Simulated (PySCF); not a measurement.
Compound: C4H7BO2S2Si.
Cartesian coordinates in Å at the PBE0-D3(BJ)/def2-SVP level; atoms count from 1:
```
atom  x, y, z in Å
O1    -3.2348    2.3091   -0.2220
B2    -3.1285    0.9601   -0.0457
O3    -4.2252    0.1892   -0.2588
C4    -1.8146    0.2396    0.3925
C5    -1.6387   -1.1067    0.6446
C6    -0.3240   -1.4484    1.0432
C7     0.5130   -0.3538    1.0939
S8     2.2082   -0.3083    1.5764
Si9    3.0491   -0.6229   -0.3871
S10   -0.3329    1.0860    0.6553
H11   -2.4285    2.8011   -0.0426
H12   -4.9857    0.7225   -0.5155
H13   -2.4552   -1.8232    0.5408
H14    0.0158   -2.4552    1.2889
H15    2.6271   -1.9465   -0.9304
H16    4.5296   -0.5860   -0.2048
H17    2.6100    0.4592   -1.3155
```

Computed with PySCF at PBE0/pcSseg-1, non-relativistic, on one gas-phase PBE0-D3(BJ)/def2-SVP geometry that isn't relaxed in the solvent. The solvent is an IEF-PCM continuum (Bondi radii, 1.10 Å for H, scaled by 1.2). The model holds no explicit solvent molecules, cavitation or dispersion.

| run | E − E(gas) (kcal/mol) | HOMO (eV) | HOMO–LUMO gap (eV) | dipole (D) |
| --- | --- | --- | --- | --- |
| gas | 0.00 | -6.99 | 5.57 | 1.17 |
| P | -3.46 | -6.97 | 5.58 | 1.34 |
| Q | -7.74 | -7.01 | 5.59 | 1.60 |

Problem. The runs were made in acetonitrile and benzene. Which run belongs to which solvent?

Solution. P = benzene, Q = acetonitrile. The dielectric constants are 2.271 (benzene), 35.69 (acetonitrile), and the energy falls further as ε rises. In this model the ground state sees the solvent through ε alone.

Problem. How constant is the ratio of the lowering to (ε − 1)/(2ε + 1)?

Solution. 
```csv
solvent,(ε − 1)/(2ε + 1),E − E(gas) (kcal/mol),ratio (kcal/mol),polarisation term (kcal/mol)
benzene,0.229,-3.46,-15.1,-3.60
acetonitrile,0.479,-7.74,-16.1,-8.45
```

The ratio changes by +6.9 % in size from benzene to acetonitrile. The polarisation term is half the interaction of the solute with the induced surface charges.
